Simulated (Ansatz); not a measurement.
Start from `[SiH3][O][Ge][O][SiH3]` and change one atom or group to get `[NH2][Ge][O][SiH3]`.

Ansatz, PBE0-D4/def2-TZVP geometries, multiplicity 1. Each molecule was computed in one conformer, which needn't be the lowest.

Scalar relativity is left out up to krypton.

```json
{"property": "HOMO energy (PBE/def2-TZVPP) / eV", "`[SiH3][O][Ge][O][SiH3]`": "-6.79"}
{"property": "LUMO energy (B3LYP/def2-TZVPP) / eV", "`[SiH3][O][Ge][O][SiH3]`": "-2.28"}
{"property": "HOMO–LUMO gap (PBE0/def2-TZVPP) / eV", "`[SiH3][O][Ge][O][SiH3]`": "5.92"}
{"property": "LUMO energy (PBE0/def2-TZVPP) / eV", "`[SiH3][O][Ge][O][SiH3]`": "-2.05"}
{"property": "size of the dipole moment (B3LYP/def2-TZVPP) / D", "`[SiH3][O][Ge][O][SiH3]`": "1.24"}
{"property": "HOMO energy (B3LYP/def2-TZVPP) / eV", "`[SiH3][O][Ge][O][SiH3]`": "-7.80"}
```

Question: Give the same properties after the change, and the shifts. (An estimate is asked.)

Answer: Computed: 
```
                                        property  `[NH2][Ge][O][SiH3]`  shift
               HOMO energy (PBE/def2-TZVPP) / eV                 -6.14   0.65
             LUMO energy (B3LYP/def2-TZVPP) / eV                 -1.56   0.72
            HOMO–LUMO gap (PBE0/def2-TZVPP) / eV                  5.95   0.03
              LUMO energy (PBE0/def2-TZVPP) / eV                 -1.33   0.72
size of the dipole moment (B3LYP/def2-TZVPP) / D                  1.85   0.61
             HOMO energy (B3LYP/def2-TZVPP) / eV                 -7.13   0.67
```

The zero-point energy changes by -10.1 kJ/mol with -6 modes. Dipoles are sizes alone; their direction can turn.

B3LYP here is the variant with VWN-RPA as its local correlation; programs differ in this.
